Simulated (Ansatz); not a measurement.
`C[O][SnH2][CH]=N`. Total charge 0; spin multiplicity 1. Sn: def2 effective core potential.

Cartesian coordinates in Å:
```
C -1.874 0.959 0.008
O -0.677 0.342 -0.382
Sn 0.620 -0.352 0.931
C 2.019 -1.011 -0.578
N 1.772 -0.845 -1.803
H -1.703 1.859 0.616
H -2.528 0.285 0.579
H -2.416 1.265 -0.892
H -0.156 -1.569 1.851
H 1.111 0.949 1.927
H 2.960 -1.498 -0.306
H 0.871 -0.383 -1.952
```

Task: What are the harmonic wavenumbers in cm⁻¹ at PBE0-D4/def2-TZVP (Ansatz, finite differences of forces, unscaled)? (An estimate is asked.)

Result: Computed: 21, 91, 118, 132, 211, 314, 352, 487, 524, 560, 617, 685, 706, 1133, 1175, 1181, 1194, 1218, 1390, 1478, 1493, 1495, 1683, 1921, 1923, 2982, 3032, 3067, 3081, 3424.

Task: Is this a minimum?

Result: Yes, all 30 modes are real.

Task: Give the ideal-gas thermochemistry at 298.15 K and 1 bar (rigid rotor, harmonic oscillator; point group Cs, symmetry number 1).

Result: Zero-point energy 225.4 kJ/mol; H(298) − E = 249.7 kJ/mol; entropy 389.6 J/(mol·K), of which translation 173.6, rotation 115.8, vibration 100.1; G(298) − E = 133.5 kJ/mol. Modes under 100 cm⁻¹ are hindered rotations or soft bends, so the harmonic entropy is rough.

Task: And at 400, 500, 600, 800 and 1000 K?

Result: 
```json
{"T (K)": "400", "H − E (kJ/mol)": "262.9", "S (J/mol/K)": "427.7", "G − E (kJ/mol)": "91.9"}
{"T (K)": "500", "H − E (kJ/mol)": "278.0", "S (J/mol/K)": "461.2", "G − E (kJ/mol)": "47.4"}
{"T (K)": "600", "H − E (kJ/mol)": "294.7", "S (J/mol/K)": "491.6", "G − E (kJ/mol)": "-0.3"}
{"T (K)": "800", "H − E (kJ/mol)": "332.3", "S (J/mol/K)": "545.6", "G − E (kJ/mol)": "-104.1"}
{"T (K)": "1000", "H − E (kJ/mol)": "374.2", "S (J/mol/K)": "592.2", "G − E (kJ/mol)": "-218.0"}
```

Task: Rotational constants (cm⁻¹)?

Result: 0.1244, 0.07435, 0.04802.
